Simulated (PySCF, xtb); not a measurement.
Si(Br)2 anion (Br2Si), SMILES Br[Si]Br (connectivity only; charge and spin as stated), charge -1, multiplicity 2.

Harmonic wavenumbers (cm⁻¹) from GFN2-xTB in xtb at its own minimum, in rising order: 44, 176, 205.

**Question.** What does PBE-D3(BJ)/def2-SVPD (PySCF 2.14.0) give at its own minimum? (Estimate from the structure and the level; the computed values follow.)

**Answer.** 85, 275, 301. Paired by order, the mean absolute difference is 79 cm⁻¹ and the zero-point energies are 0.6 and 0.9 kcal/mol.
